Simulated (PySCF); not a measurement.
A PySCF script (with the pyscf-properties extension) for the NMR shieldings of SMILES O=[Se](=O)(F)F, F2O2Se, on a PBE0-D3(BJ)/def2-SVP geometry:

```python
import basis_set_exchange as bse
import numpy as np
from pyscf import gto, dft
from pyscf.prop import nmr

atoms = """
Se    0.162330   -0.009304    0.097527
O     0.031877   -0.136025    1.662330
O     1.491867    0.045656   -0.746032
F    -0.830857    1.292382   -0.405906
F    -0.855208   -1.192709   -0.607918
"""
names = dict.fromkeys(["Se", "O", "F"], "pcSseg-1")
basis = {el: gto.basis.parse(bse.get_basis(n, elements=[el], fmt="nwchem")) for el, n in names.items()}
mol = gto.M(atom=atoms, basis=basis, charge=0, verbose=0)
mf = dft.RKS(mol, xc="B3LYP")
mf.grids.level = 2
mf.grids.alignment = dft.numint.BLKSIZE   # the property module wants whole blocks of grid points
mf.conv_tol = 1e-9
mf.kernel()

calc = nmr.RKS(mf)   # GIAO
C = mf.mo_coeff
Co = C[:, mf.mo_occ > 0]
resp = mf.gen_response(singlet=True, hermi=2)
def vind(x):   # induced exchange potential for any number of trial vectors
    d = np.einsum("pi,xij,qj->xpq", C, 2 * x.reshape(-1, C.shape[1], Co.shape[1]), Co, optimize=True)
    return np.einsum("xpq,pi,qj->xij", resp(d - d.transpose(0, 2, 1)), C, Co, optimize=True).ravel()
mo1, _ = nmr.rhf.solve_mo1(calc, with_cphf=vind)
sigma = calc.kernel(mo1)
for i, s in enumerate(sigma):   # ppm
    print("%2d %-2s %9.2f" % (i, mol.atom_pure_symbol(i), np.trace(s) / 3))
```

Problem. What are the results?

Solution. 
```
 0 Se    705.19
 1 O     -37.31
 2 O     -37.48
 3 F      79.07
 4 F      79.31
```

These numbers come from an equivalent density-fitted implementation of the same equations, which agrees with the script to about 0.01 ppm for H and up to a few tenths of a ppm for heavy atoms, so last digits may differ.

Problem. Turn these shieldings into chemical shifts. δ = σ(ref) − σ, references computed at the same level: Me2Se for 77Se (σref 1680.17); 17O (σref 334.04) against H2O; 19F (σref 171.94) against CFCl3.

Solution. Averaging equivalent atoms: Se 0: 975; O 1/2: 371.4; F 3/4: 92.7 ppm. Unscaled 19F shifts against computed CFCl3 carry errors that often reach 10 to 50 ppm. Unscaled 17O shifts of doubly bonded oxygen tend to come out too high, by tens of ppm or more. Experimental scales use liquid or dissolved standards, which lie at an offset from isolated H2O (liquid H2O: subtract about 36 ppm).

Relativistic effects, spin–orbit coupling among them, are left out; they matter for Se and for the light atoms bonded to it.

Size and cost of the density-fitted run: 109 basis functions, 6.2 s wall time on 1 thread of an x86-64 server CPU, shared host.
